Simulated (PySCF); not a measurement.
Several structures and their simulated spectra, in scrambled order.

A. `COC1=C[SiH2]C1([SiH3])[SiH3]`
B. `CN1C(C)=NC(C#C)=N1`
C. `C[C@H]1C[P@@H](=O)C1`

Spectrum 1. ¹H NMR (500 MHz, computed): δ 7.43 (m, 1H), 2.56 (m, 2H), 2.04 (m, 2H), 1.60 (m, 1H), 1.26 (d, 3H). ¹³C{¹H} NMR (computed): δ 46.6 (CH2), 25.7 (CH3), 18.3 (CH).

Spectrum 2. ¹H NMR (500 MHz, computed): δ 4.54 (m, 2H), 4.10 (s, 6H), 3.93 (t, 1H), 3.90 (s, 3H). ¹³C{¹H} NMR (computed): δ 180.3 (C), 84.2 (CH), 56.6 (CH3), 13.3 (C).

Spectrum 3. ¹H NMR (500 MHz, computed): δ 3.89 (s, 3H), 2.49 (s, 1H), 2.48 (s, 3H). ¹³C{¹H} NMR (computed): δ 155.8 (C), 149.0 (C), 85.5 (CH), 81.0 (C), 36.0 (CH3), 13.9 (CH3).

[PySCF 2.14.0 with density-fitted response routines: GFN2-xTB structure; shielding tensors at PBE0/pcSseg-1 (GIAO); averaged over atoms made equivalent by symmetry, fast rotation or ring inversion; in vacuum; non-relativistic Hamiltonian; a single conformation]

Referencing at the same level of theory: TMS for ¹H (σ = 31.72 ppm), ¹³C (σ = 186.93 ppm). Splittings of carbon signals by F and P are missing where no couplings were computed. Where no couplings were computed, multiplicities follow the n + 1 count of equivalent neighbours, and m marks all less simple cases (inequivalent or close neighbours, rings, F or P nearby). Shifts are as computed. Against solution values, carbons near 30 ppm lie about +3 ppm off and those near 130 ppm about +5 ppm. Of 1211 compounds with measured shifts, 218 miss one by over three times the rms of a fit or turn the order of signals round; such compounds aren't used in these exercises.

Question: Which spectrum belongs to which compound?

Answer: 1–C, 2–A, 3–B.

- Spectrum 1 (C): 3 ¹³C signals; δC 25.7 is a methyl carbon; δC 18.3 is an sp3 CH in a ring.
- Spectrum 2 (A): 4 ¹³C signals; δC 180.3 is an alkene carbon bearing oxygen; δC 84.2 is a β carbon of an enol-ether or enamine type C=C.
- Spectrum 3 (B): 6 ¹³C signals; δC 85.5 is a terminal alkyne carbon; δC 81.0 is an alkyne carbon.
